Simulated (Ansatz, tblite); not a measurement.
Removing and adding an electron: CrO3. Charge 0, multiplicity 1. Geometry: PBE0-D4/def2-TZVP. Ansatz, gas phase; energy differences of separate SCF runs; the oxidised species was run as a doublet alone; the reduced species was run as a doublet alone.

Cartesian coordinates in Å:
```
Cr 0.1731 -0.1915 -0.0072
O -1.1102 -0.9073 0.5255
O 0.1094 0.2709 -1.4988
O 0.8278 0.8278 0.9805
```

The xTB rows come from tblite.

```json
{"level": "GFN1-xTB", "−HOMO (eV)": "16.88", "vertical IE (eV)": "–", "−LUMO (eV)": "15.68", "vertical EA (eV)": "11.03", "HOMO–LUMO gap (eV)": "1.21", "IE − EA (eV)": "–", "remarks": "–"}
{"level": "PBE-D4/def2-TZVPD", "−HOMO (eV)": "7.69", "vertical IE (eV)": "–", "−LUMO (eV)": "6.14", "vertical EA (eV)": "2.97", "HOMO–LUMO gap (eV)": "1.56", "IE − EA (eV)": "–", "remarks": "HOMO above zero (-1 doublet), restricted SCF unstable in HF (singlet)"}
{"level": "r2SCAN-D4/def2-TZVP", "−HOMO (eV)": "8.06", "vertical IE (eV)": "11.59", "−LUMO (eV)": "6.08", "vertical EA (eV)": "–", "HOMO–LUMO gap (eV)": "1.98", "IE − EA (eV)": "–", "remarks": "restricted SCF unstable in HF (singlet)"}
{"level": "PBE0-D4/def2-TZVP", "−HOMO (eV)": "9.38", "vertical IE (eV)": "11.79", "−LUMO (eV)": "5.27", "vertical EA (eV)": "–", "HOMO–LUMO gap (eV)": "4.12", "IE − EA (eV)": "–", "remarks": "restricted SCF unstable in HF (singlet), spin-contaminated (⟨S²⟩ 0.88) (+1 doublet)"}
```

Task: Estimate the rows for GFN2-xTB, PBE-D4/def2-TZVP, r2SCAN-D4/def2-TZVPD, PBE0-D4/def2-TZVPD.

Result: 
```json
{"level": "GFN2-xTB", "−HOMO (eV)": "13.75", "vertical IE (eV)": "17.73", "−LUMO (eV)": "13.61", "vertical EA (eV)": "9.35", "HOMO–LUMO gap (eV)": "0.14", "IE − EA (eV)": "8.38", "remarks": "–"}
{"level": "PBE-D4/def2-TZVP", "−HOMO (eV)": "7.66", "vertical IE (eV)": "11.42", "−LUMO (eV)": "6.10", "vertical EA (eV)": "–", "HOMO–LUMO gap (eV)": "1.55", "IE − EA (eV)": "–", "remarks": "–"}
{"level": "r2SCAN-D4/def2-TZVPD", "−HOMO (eV)": "8.07", "vertical IE (eV)": "–", "−LUMO (eV)": "6.08", "vertical EA (eV)": "3.21", "HOMO–LUMO gap (eV)": "1.99", "IE − EA (eV)": "–", "remarks": "restricted SCF unstable in HF (singlet)"}
{"level": "PBE0-D4/def2-TZVPD", "−HOMO (eV)": "9.40", "vertical IE (eV)": "–", "−LUMO (eV)": "5.28", "vertical EA (eV)": "3.55", "HOMO–LUMO gap (eV)": "4.11", "IE − EA (eV)": "–", "remarks": "restricted SCF unstable in HF (singlet)"}
```

Run but left out: GFN1-xTB (tight binding far off the other levels); HF/def2-TZVPP, MP2/def2-TZVPP, CCSD/def2-TZVPP, CCSD(T)/def2-TZVPP (flagged by the program: large difference).   A HOMO above zero means that the electron is unbound at that level or that self-interaction error raises the level; the energy of removing that electron tells which. Raw xTB energy differences between charge states are shifted by several eV; the methods need an empirical correction for them.
